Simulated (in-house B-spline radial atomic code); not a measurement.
Inner levels of praseodymium as electrons are removed. A shift is the extra binding of the orbital against the neutral atom ([Xe] 4f5/2(3) 6s2). The density at the nucleus is averaged over the nuclear charge. Computed with a radial B-spline atomic code at the basis-set limit: Dirac-Hartree-Fock, jj configuration that fills j = l - 1/2 first, finite nuclei.

A number in brackets counts the electrons of a j subshell.

| ion | configuration | shift of 2p1/2 (eV) | shift of 3d5/2 (eV) | shift of 3d3/2 (eV) | radius of 2p1/2 (bohr) | radius of 3d5/2 (bohr) | radius of 3d3/2 (bohr) | Σ<r²> (bohr²) | change of density at nucleus (bohr⁻³) |
| --- | --- | --- | --- | --- | --- | --- | --- | --- | --- |
| Pr6+ | [Kr] 4d10 4f5/2(1) 5s2 5p1/2(2) 5p3/2(2) | 85.636 | 87.357 | 86.797 | 0.08615 | 0.24832 | 0.24466 | 27.007 | 87.346 |
| Pr7+ | [Kr] 4d10 4f5/2(1) 5s2 5p1/2(2) 5p3/2(1) | 103.61 | 104.95 | 104.44 | 0.086148 | 0.24828 | 0.24463 | 23.753 | 111.43 |
| Pr8+ | [Kr] 4d10 4f5/2(1) 5s2 5p1/2(2) | 122.39 | 123.29 | 122.84 | 0.086146 | 0.24825 | 0.2446 | 20.754 | 137.06 |
| Pr9+ | [Kr] 4d10 4f5/2(2) 5s2 | 134.52 | 133.54 | 133.47 | 0.08614 | 0.24815 | 0.24462 | 16.995 | 127.48 |
| Pr10+ | [Kr] 4d10 5s2 5p1/2(1) | 171.47 | 173.44 | 172.4 | 0.086152 | 0.2482 | 0.24443 | 16.732 | 209.95 |
| Pr11+ | [Kr] 4d10 5s2 | 193.1 | 194.71 | 193.62 | 0.086152 | 0.24814 | 0.24438 | 14.44 | 231.84 |
| Pr12+ | [Kr] 4d10 5s1 | 216.29 | 217.42 | 216.33 | 0.08615 | 0.24808 | 0.24432 | 12.469 | -7.771 |
| Pr13+ | [Kr] 4d10 | 240.16 | 240.76 | 239.68 | 0.086148 | 0.24801 | 0.24425 | 10.605 | -267.75 |
| Pr14+ | [Kr] 4d3/2(4) 4d5/2(5) | 279.66 | 277.89 | 277.5 | 0.086145 | 0.24816 | 0.24399 | 9.8474 | -219.2 |
| Pr15+ | [Kr] 4d3/2(4) 4d5/2(4) | 320.43 | 316.08 | 316.4 | 0.086141 | 0.24794 | 0.24371 | 9.1309 | -167.8 |
| Pr16+ | [Kr] 4d3/2(4) 4d5/2(3) | 362.45 | 355.29 | 356.37 | 0.086136 | 0.24769 | 0.24341 | 8.4516 | -113.58 |
| Pr17+ | [Kr] 4d3/2(4) 4d5/2(2) | 405.72 | 395.52 | 397.39 | 0.086131 | 0.24743 | 0.24308 | 7.8065 | -56.498 |
| Pr18+ | [Kr] 4d3/2(4) 4d5/2(1) | 450.22 | 436.74 | 439.44 | 0.086125 | 0.24713 | 0.24273 | 7.1929 | 3.384 |
| Pr19+ | [Kr] 4d3/2(4) | 495.95 | 478.95 | 482.52 | 0.086119 | 0.24682 | 0.24236 | 6.6084 | 66.078 |
| Pr20+ | [Kr] 4d3/2(3) | 542.58 | 523.22 | 525.83 | 0.086104 | 0.24641 | 0.24248 | 6.0589 | 133.61 |
| Pr21+ | [Kr] 4d3/2(2) | 590.38 | 568.49 | 570.11 | 0.086089 | 0.24599 | 0.24215 | 5.5341 | 203.97 |
| Pr22+ | [Kr] 4d3/2(1) | 639.35 | 614.76 | 615.34 | 0.086073 | 0.24553 | 0.2418 | 5.0324 | 277.18 |
| Pr23+ | [Ar] 3d10 4s2 4p6 | 689.48 | 662.01 | 661.51 | 0.086056 | 0.24506 | 0.24142 | 4.5526 | 353.23 |
| Pr24+ | [Ar] 3d10 4s2 4p1/2(2) 4p3/2(3) | 741.66 | 709.64 | 709.45 | 0.086036 | 0.24461 | 0.241 | 4.1022 | 443.02 |
| Pr25+ | [Ar] 3d10 4s2 4p1/2(2) 4p3/2(2) | 794.78 | 758 | 758.13 | 0.086016 | 0.24416 | 0.24055 | 3.6663 | 535.34 |
| Pr26+ | [Ar] 3d10 4s2 4p1/2(2) 4p3/2(1) | 848.82 | 807.09 | 807.55 | 0.085995 | 0.24368 | 0.2401 | 3.2443 | 630.21 |
| Pr27+ | [Ar] 3d10 4s2 4p1/2(2) | 903.8 | 856.9 | 857.69 | 0.085973 | 0.2432 | 0.23963 | 2.8354 | 727.6 |
| Pr28+ | [Ar] 3d10 4s2 4p1/2(1) | 959.92 | 908.87 | 909.28 | 0.085968 | 0.24267 | 0.23911 | 2.4589 | 781.95 |
| Pr29+ | [Ar] 3d10 4s2 | 1016.97 | 961.59 | 961.62 | 0.085959 | 0.24213 | 0.23857 | 2.0942 | 836.93 |
